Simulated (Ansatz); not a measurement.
A structure relaxed at r2SCAN-D4/def2-SVP in Ansatz, charge 1, doublet:

```xyz
8

Ag   -0.686    0.099   -0.804
Ag    1.001   -0.350    1.375
Ag   -2.268    0.766   -2.837
Ag    3.057   -0.687    3.182
H     1.950    0.465    2.604
H    -1.839   -0.754   -2.059
H    -1.184    1.605   -1.672
H    -0.032   -1.145    0.211
```

Q: Give its formula.

A: Ag₄H₄⁺.

Q: Summarise the bond lengths by kind (pairs closer than 1.2 times the sum of covalent radii, bridged metal pairs left out).

A: 8 × Ag–H 1.70 to 1.91 Å.

In the def2 sets Ag takes a core potential; there is no spin–orbit coupling. Another isomer (doublet) lies 0.26 eV lower at PBE0-D4/def2-TZVP; other spin states weren't run for this one.
